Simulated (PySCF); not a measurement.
**Ge (germanium, neutral) across methods**

[Ar] 3d10 4s2 4p1 5s1, high-spin 3P determinant (an excited configuration). Computed with PySCF 2.14 in dyall-av2z (16s12p8d, 92 functions), with the non-relativistic Hamiltonian (point nucleus). The B2PLYP total includes its PT2 part (frozen core); its orbital energies are those of the SCF part.

```
 method  E (hartree)  mean ε 4s β (eV)  mean ε 4p α (eV)  mean ε 5s α (eV)  Σ⟨r²⟩ (bohr²)   ⟨S²⟩
LC-wPBE    -2076.482           -17.811           -10.638            -3.176          65.60  2.005
    LDA    -2073.628           -14.335            -6.940            -1.707          64.85  2.001
   BP86    -2077.044           -14.222            -7.028            -1.786          65.21  2.002
 PBEsol    -2074.965           -14.020            -6.905            -1.709          65.35  2.002
    UHF  -2075.16604           -16.887           -10.645            -2.764          66.75  2.010
    PBE    -2076.464           -13.983            -6.920            -1.711          65.44  2.002
 B2PLYP    -2076.354           -15.843            -8.858            -2.187          65.83  2.004
 r2SCAN    -2076.745           -14.274            -7.320            -1.683          65.47  2.005
   PBE0    -2076.506           -14.969            -7.999            -2.069          65.65  2.003
```

The outer electron is Rydberg-like, and this basis confines it to a smaller radius and binds it less than a complete one would.
